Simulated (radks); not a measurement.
Excited configurations of the bismuth ion Bi3+: one electron is placed in a higher orbital outside [Xe] 4f14 5d10 6s1. The ground configuration is [Hg]. Calculated with a radial shooting solver on a logarithmic mesh with Libxc functionals: Dirac Kohn-Sham, LDA (Slater exchange, Perdew-Wang correlation), spin-unpolarised, spherical densities, point nucleus; open shells are shared between the two j in proportion to 2j + 1. Excitation = E - E(ground); binding = E(ion) - E, where the ion is the core of charge +4; n* = 4/sqrt(2 binding) in atomic units, and the quantum defect is n - n*. Eigenvalue and <r> are those of j = l + 1/2.

outer orbital,excitation (eV),binding (eV),quantum defect,<r> (bohr)
5f,29.746,16.150,1.329,3.307
6p,12.321,33.575,3.454,2.504
6d,25.599,20.297,2.725,3.489
6f,35.351,10.545,1.457,6.298
7s,25.363,20.533,3.744,4.113
7p,29.224,16.672,3.387,4.928
7d,34.023,11.873,2.718,6.401
7f,38.656,7.240,1.517,9.965

The Delta-SCF ionisation energy is 45.896 eV (NIST Atomic Spectra Database: 45.4 eV, measured). Self-interaction in the functional shifts the binding energies and quantum defects, so they are the method's values and not measured ones. Spin polarisation and multiplet splitting are left out, so open shells lie too high by an amount that depends on their filling.

Beside tabulated values, note that spin-unpolarised runs miss the spin-polarisation part of the exchange energy of open shells.
